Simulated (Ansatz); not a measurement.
Species: H2SiOF, charge 0, doublet. H2SiOF (SMILES O[SiH]F, doublet).
B3LYP-D3(BJ)/def2-TZVP minimum from Ansatz (a quantum-chemistry and plane-wave program):
```xyz
5

O     -0.7335     0.8751    -0.8176
Si     0.3807    -0.1972    -0.2635
F      0.1335    -0.5049     1.2985
H     -0.7783     1.7583    -0.4409
H      0.1152    -1.4542    -1.0147
```
Charge 0, spin multiplicity 2.

Atomisation energy term by term, kcal/mol (programs: Ansatz). Open shells are spin-unrestricted; no spin-orbit coupling. Correlated methods leave the cores frozen. Rows without X2C or -DK are non-relativistic. CBS(X,Y): correlation extrapolated as X^-3, Hartree-Fock from the larger set. A bracket is a step between two methods taken in the basis named. '+ core + X2C': CCSD(T) terms for core correlation (cc-pwCVTZ, 1s frozen past Ne) and scalar relativity (cc-pVTZ-DK). Where a partner has so few electrons that a lower coupled-cluster level is exact, that level stands in.

```tsv
term	basis	kcal/mol
Hartree-Fock	cc-pV(Q+d)Z	307.94
CCSD correlation	CBS(cc-pV(T+d)Z,cc-pV(Q+d)Z)	112.67
(T)	CBS(cc-pV(T+d)Z,cc-pV(Q+d)Z)	7.65
CCSDT(Q) - CCSD(T)	cc-pV(D+d)Z	0.61
core correlation	cc-pwCVTZ	0.19
scalar relativity	X2C, cc-pVTZ-DK	-1.15
sum: De		427.9
```
